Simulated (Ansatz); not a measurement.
Relaxation of C$_{2}$H$_{5}$ClOSi (10 atoms, charge 0, multiplicity 1), to a largest force component of 0.015 eV/Å in at most 40 steps.

Level of theory: Ansatz 0.2.0, RKS PBE-D4/6-31G*.

```xyz
10
Properties=species:S:1:pos:R:3
O 0.104 3.074 -2.126
Si 0.205 2.356 -0.685
Cl -1.579 2.779 0.209
C -0.221 0.171 -1.177
C 0.839 0.723 -0.458
H -0.743 3.026 -2.597
H -1.272 0.502 -0.937
H -0.197 -0.845 -1.537
H 1.871 0.601 -0.886
H 0.923 0.410 0.568
```

Q: Where does it end, and by what steps?

A: The forces met the threshold. The force dipped under the threshold on the way, but the program's further checks kept it going. After 22 steps the energy has fallen by 2.301 eV; H8 moved furthest, 0.78 Å. Parted: Si2–C4, Si2–C5.

| step | energy less start (eV) | largest force component (eV/Å) | accepted |
| --- | --- | --- | --- |
| 0 | 0.0000 | 3.142 | yes |
| 1 | -0.8674 | 2.028 | yes |
| 2 | -1.3760 | 1.508 | yes |
| 3 | -1.6677 | 1.149 | yes |
| 4 | -1.9059 | 1.097 | yes |
| 5 | -2.0812 | 1.105 | yes |
| 6 | -2.1611 | 1.081 | yes |
| 7 | -2.2264 | 0.641 | yes |
| 8 | -2.2584 | 0.728 | yes |
| 9 | -2.2808 | 0.596 | yes |
| 10 | -2.2952 | 0.186 | yes |
| 11 | -2.2977 | 0.202 | yes |
| 12 | -2.2988 | 0.116 | yes |
| 13 | -2.2995 | 0.064 | yes |
| 14 | -2.2998 | 0.065 | yes |
| 15 | -2.3002 | 0.073 | yes |
| 16 | -2.3004 | 0.045 | yes |
| 17 | -2.3005 | 0.028 | yes |
| 18 | -2.3007 | 0.023 | yes |
| 19 | -2.3008 | 0.015 | yes |
| 20 | -2.3009 | 0.013 | yes |
| 21 | -2.3009 | 0.019 | yes |
| 22 | -2.3010 | 0.015 | yes |

```xyz
10
Properties=species:S:1:pos:R:3
O -0.008 3.075 -2.407
Si 0.452 2.945 -0.795
Cl -1.485 3.049 0.188
C -0.207 -0.069 -1.052
C 0.849 0.305 -0.297
H -0.971 3.086 -2.592
H -1.223 -0.086 -0.645
H -0.090 -0.326 -2.110
H 1.872 0.293 -0.689
H 0.741 0.524 0.772
```

Whether the end is a true minimum wasn't checked by a vibrational analysis.

The run took 48 s on 2 threads of Arm Neoverse V1, with other jobs on the host, peak memory 0.15 GiB.
